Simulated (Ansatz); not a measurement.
Wavefunction ladder for C$_{2}$H$_{3}$BClF$_{3}$O, SMILES `FC(F)(F)COBCl`

Cartesian coordinates in Å:
```
F 1.7559 -1.7936 0.6068
C 0.6070 -1.1214 0.7400
F 0.3485 -0.9983 2.0400
F -0.3671 -1.8587 0.1992
C 0.7303 0.2227 0.0517
O -0.4638 0.9437 0.1894
B -1.3000 1.1113 -0.8501
Cl -2.7904 1.9757 -0.5721
H 0.9843 0.0400 -0.9962
H 1.5388 0.7754 0.5334
H -1.0436 0.7031 -1.9421
```

Total charge 0; spin multiplicity 1. The structure was optimised at the PBE0-D4/def2-TZVP level. It is one conformer, not always the lowest. Frozen core, restricted reference, the Gaussian-basis code of Ansatz. CBS rows extrapolate triple and quadruple zeta; past MP2 they add the triple-zeta difference.

| basis | HF (Eh) | MP2 corr. | CCSD corr. | (T) | CCSD(T) total |
| --- | --- | --- | --- | --- | --- |
| def2-SVP | -934.42822 | -1.20798 | -1.25269 | -0.02889 | -935.70980 |
| def2-TZVPP | -935.16453 | -1.58042 | -1.61545 | -0.05802 | -936.83800 |
| def2-QZVPP | -935.19804 | -1.71895 | – | – | – |
| CBS(def2) | -935.20265 | -1.82157 | -1.85660 | as TZ | -937.11727 |
